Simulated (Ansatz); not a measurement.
System (SMILES): [N]=C=O, doublet.
Atoms: N1, C2, O3. Bonds: N1-C2, C2-O3.

Basis-set convergence of the harmonic zero-point energy at B3LYP with Ansatz (a quantum-chemistry and plane-wave program). Each level at its own minimum, finite differences of forces, unscaled; the reference is a large set that could be run, not a limit. All functions are spherical. The program fits the integrals of some runs and decomposes those of others, by size. Open shells are unrestricted. No added dispersion term, no relativity. Reference: the value in def2-QZVPP, 6.27 kcal/mol. Deviations are taken from unrounded values.

| basis | functions | harmonic zero-point energy (kcal/mol) |
|---|---|---|
| cc-pVDZ | 42 | 6.22 |
| aug-cc-pVDZ | 69 | 6.20 |
| def2-SVP | 42 | 6.28 |
| def2-SVPD | 63 | 6.35 |
| pcseg-1 | 42 | 6.22 |
| aug-pcseg-1 | 69 | 6.25 |
| 6-311G** | 54 | 6.27 |
| 6-311+G** | 66 | 6.26 |
| cc-pVTZ | 90 | 6.27 |
| aug-cc-pVTZ | 138 | 6.26 |
| pcseg-2 | 90 | 6.27 |
| aug-pcseg-2 | 138 | 6.27 |
| def2-TZVPP | 93 | 6.28 |
| def2-TZVPPD | 114 | 6.28 |

What the diffuse functions change, pair by pair:
- cc-pVDZ to aug-cc-pVDZ: 27 more functions, deviation -0.05 to -0.06 kcal/mol
- def2-SVP to def2-SVPD: 21 more functions, deviation 0.01 to 0.08 kcal/mol
- pcseg-1 to aug-pcseg-1: 27 more functions, deviation -0.04 to -0.02 kcal/mol
- 6-311G** to 6-311+G**: 12 more functions, deviation 0.00 to -0.01 kcal/mol
- cc-pVTZ to aug-cc-pVTZ: 48 more functions, deviation 0.00 to -0.01 kcal/mol
- pcseg-2 to aug-pcseg-2: 48 more functions, deviation 0.00 to 0.00 kcal/mol
- def2-TZVPP to def2-TZVPPD: 21 more functions, deviation 0.01 to 0.01 kcal/mol

They bring the value nearer the reference by more than 0.01 kcal/mol in 1 of 7 pairs.
